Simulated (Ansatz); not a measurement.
Ansatz (a program for electronic structure) input file for C3H6FNSi, SMILES F[C@@H]1CN=C[SiH2]1, PBE-D3(BJ)/def2-SVP. 

Ansatz 0.2 input:
```yaml
crystal:
  periodic: [false, false, false]
  atoms:
    - {symbol: F, position_ang: [-1.42389418, 0.70099456, 1.12096767]}
    - {symbol: C, position_ang: [-0.93975979, 0.49723194, -0.18393439]}
    - {symbol: C, position_ang: [-0.92187204, -1.01543396, -0.46955336]}
    - {symbol: N, position_ang: [0.35278924, -1.66878024, -0.15341309]}
    - {symbol: C, position_ang: [1.34916985, -0.88196072, 0.02216560]}
    - {symbol: Si, position_ang: [0.91781277, 0.95913965, -0.18547340]}
    - {symbol: H, position_ang: [-1.60715744, 1.03293216, -0.87739377]}
    - {symbol: H, position_ang: [-1.13299428, -1.21388950, -1.53513056]}
    - {symbol: H, position_ang: [-1.72483199, -1.50149301, 0.10841356]}
    - {symbol: H, position_ang: [2.32551701, -1.34006499, 0.24029741]}
    - {symbol: H, position_ang: [1.30740433, 1.86884005, 0.92019854]}
    - {symbol: H, position_ang: [1.40297827, 1.49920717, -1.48664209]}
basis:
  gaussian:
    orbitals: def2-SVP
hamiltonian:
  xc: pbe
  dispersion: d3bj
relax: {f_tol: 0.002, max_steps: 200}
```

It prints:

```
WARN ansatz: RAYON_NUM_THREADS=1 ignored (pool sized by the plan → 1); use --threads N
Functional definition: PBE
integrals: 0.06 GiB planned
1338 factors; their error is unknown
mean field: 0.36 GiB planned
mean field evaluation 1: about -15263.9595 eV, gradient 5.3e1 eV
mean field evaluation 2: about -15241.0489 eV, gradient 1.1e2 eV
mean field evaluation 4: about -15271.1331 eV, gradient 1.3e1 eV
mean field evaluation 8: about -15271.4982 eV, gradient 2.1e-1 eV
mean field evaluation 16: about -15271.3961 eV, gradient 7.4e-4 eV
mean field -15271.39613322 eV, -561.2134565719 hartree, gradient 2.0e-5 eV, S^2 0.000000; 0 other end points of the search recorded, 0 dependent functions left out
the calculation of the forces begins
reference -15271.39616650 eV, -561.2134577947 hartree; 27, 27 occupied and 91, 91 virtual orbitals, 1338 factors
relax step   1: F+E_penalty+E_count = -15271.68606735 eV  Δ(F+E_penalty+E_count) = +0.000e0 eV  max|allowed force component| = 3.518e-1 eV/Å  Δτ_max = 0.0000 Å  (30 SCF iters, accepted)
these checks for a lower state are left out or cut short: starts, cluster_reference, orbital_swaps, neighbouring_geometries, increment
integrals: 0.06 GiB planned
1338 factors; their error is unknown
mean field: 0.36 GiB planned
mean field -15271.40950395 eV, -561.2139479370 hartree, gradient 1.4e-5 eV, S^2 0.000000; 0 other end points of the search recorded, 0 dependent functions left out
the calculation of the forces begins
reference -15271.40953728 eV, -561.2139491620 hartree; 27, 27 occupied and 91, 91 virtual orbitals, 1338 factors
relax step   2: F+E_penalty+E_count = -15271.69868074 eV  Δ(F+E_penalty+E_count) = -1.261e-2 eV  max|allowed force component| = 1.060e-1 eV/Å  Δτ_max = 0.0134 Å  (33 SCF iters, accepted)
these checks for a lower state are left out or cut short: starts, cluster_reference, orbital_swaps, neighbouring_geometries, increment
integrals: 0.06 GiB planned
1338 factors; their error is unknown
mean field: 0.36 GiB planned
mean field evaluation 32: about -15271.4112 eV, gradient 3.1e-3 eV
mean field -15271.41115774 eV, -561.2140087128 hartree, gradient 1.4e-5 eV, S^2 0.000000; 0 other end points of the search recorded, 0 dependent functions left out
the calculation of the forces begins
reference -15271.41119110 eV, -561.2140099387 hartree; 27, 27 occupied and 91, 91 virtual orbitals, 1338 factors
relax step   3: F+E_penalty+E_count = -15271.69993382 eV  Δ(F+E_penalty+E_count) = -1.253e-3 eV  max|allowed force component| = 3.188e-2 eV/Å  Δτ_max = 0.0098 Å  (33 SCF iters, accepted)
these checks for a lower state are left out or cut short: starts, cluster_reference, orbital_swaps, neighbouring_geometries, increment
integrals: 0.06 GiB planned
1338 factors; their error is unknown
mean field: 0.36 GiB planned
mean field -15271.41121563 eV, -561.2140108403 hartree, gradient 1.4e-5 eV, S^2 0.000000; 0 other end points of the search recorded, 0 dependent functions left out
the calculation of the forces begins
reference -15271.41124899 eV, -561.2140120662 hartree; 27, 27 occupied and 91, 91 virtual orbitals, 1338 factors
relax step   4: F+E_penalty+E_count = -15271.69996462 eV  Δ(F+E_penalty+E_count) = -3.080e-5 eV  max|allowed force component| = 1.959e-2 eV/Å  Δτ_max = 0.0053 Å  (33 SCF iters, accepted)
these checks for a lower state are left out or cut short: starts, cluster_reference, orbital_swaps, neighbouring_geometries, increment
integrals: 0.06 GiB planned
1338 factors; their error is unknown
mean field: 0.36 GiB planned
mean field -15271.41129622 eV, -561.2140138016 hartree, gradient 1.4e-5 eV, S^2 0.000000; 0 other end points of the search recorded, 0 dependent functions left out
the calculation of the forces begins
reference -15271.41132958 eV, -561.2140150277 hartree; 27, 27 occupied and 91, 91 virtual orbitals, 1338 factors
relax step   5: F+E_penalty+E_count = -15271.70001946 eV  Δ(F+E_penalty+E_count) = -5.484e-5 eV  max|allowed force component| = 7.795e-3 eV/Å  Δτ_max = 0.0064 Å  (34 SCF iters, accepted)
these checks for a lower state are left out or cut short: starts, cluster_reference, orbital_swaps, neighbouring_geometries, increment
integrals: 0.06 GiB planned
1338 factors; their error is unknown
mean field: 0.36 GiB planned
mean field -15271.41130437 eV, -561.2140141014 hartree, gradient 1.4e-5 eV, S^2 0.000000; 0 other end points of the search recorded, 0 dependent functions left out
the calculation of the forces begins
reference -15271.41133774 eV, -561.2140153275 hartree; 27, 27 occupied and 91, 91 virtual orbitals, 1338 factors
relax step   6: F+E_penalty+E_count = -15271.70002362 eV  Δ(F+E_penalty+E_count) = -4.158e-6 eV  max|allowed force component| = 8.817e-3 eV/Å  Δτ_max = 0.0027 Å  (34 SCF iters, accepted)
these checks for a lower state are left out or cut short: starts, cluster_reference, orbital_swaps, neighbouring_geometries, increment
integrals: 0.06 GiB planned
1338 factors; their error is unknown
mean field: 0.36 GiB planned
mean field -15271.41130783 eV, -561.2140142284 hartree, gradient 1.4e-5 eV, S^2 0.000000; 0 other end points of the search recorded, 0 dependent functions left out
the calculation of the forces begins
reference -15271.41134119 eV, -561.2140154545 hartree; 27, 27 occupied and 91, 91 virtual orbitals, 1338 factors
relax step   7: F+E_penalty+E_count = -15271.70003005 eV  Δ(F+E_penalty+E_count) = -6.432e-6 eV  max|allowed force component| = 1.673e-3 eV/Å  Δτ_max = 0.0014 Å  (34 SCF iters, accepted)
integrals: 0.06 GiB planned
1338 factors; their error is unknown
mean field: 0.36 GiB planned
mean field evaluation 64: about -15271.5128 eV, gradient 2.3e-4 eV
mean field -15271.41130783 eV, -561.2140142284 hartree, gradient 1.4e-5 eV, S^2 0.000000; 1 other end points of the search recorded, 0 dependent functions left out
the calculation of the forces begins
reference -15271.41134119 eV, -561.2140154545 hartree; 27, 27 occupied and 91, 91 virtual orbitals, 1338 factors
Total energy: -15271.70006341 eV, -561.2246258004 hartree
Atom 0 at    -1.437647     0.708352     1.124332 Å, force    -0.000279    -0.000844     0.000465 eV/Å
Atom 1 at    -0.946295     0.496336    -0.176416 Å, force    -0.000166     0.001539     0.000323 eV/Å
Atom 2 at    -0.920374    -1.018308    -0.465858 Å, force     0.000372    -0.001673     0.001299 eV/Å
Atom 3 at     0.352500    -1.677057    -0.156201 Å, force    -0.000241     0.000960    -0.001115 eV/Å
Atom 4 at     1.354308    -0.888600     0.020722 Å, force     0.001073    -0.000639     0.000846 eV/Å
Atom 5 at     0.920838     0.961769    -0.182704 Å, force    -0.000323     0.001443     0.000153 eV/Å
Atom 6 at    -1.605163     1.036788    -0.889248 Å, force     0.000485     0.000193    -0.000466 eV/Å
Atom 7 at    -1.141854    -1.217326    -1.538371 Å, force     0.000643    -0.000230    -0.000315 eV/Å
Atom 8 at    -1.733413    -1.509394     0.111660 Å, force    -0.000749     0.000042     0.000281 eV/Å
Atom 9 at     2.340343    -1.347289     0.237188 Å, force    -0.000968    -0.000182    -0.000295 eV/Å
Atom 10 at     1.312901     1.883395     0.934430 Å, force    -0.000253    -0.000812    -0.000851 eV/Å
Atom 11 at     1.409017     1.508057    -1.499030 Å, force     0.000407     0.000203    -0.000325 eV/Å
Dipole moment:     0.058748     0.190037    -0.295305 e Å
```

The calculation finished and met its thresholds.

Cost: roughly 28 core-seconds.
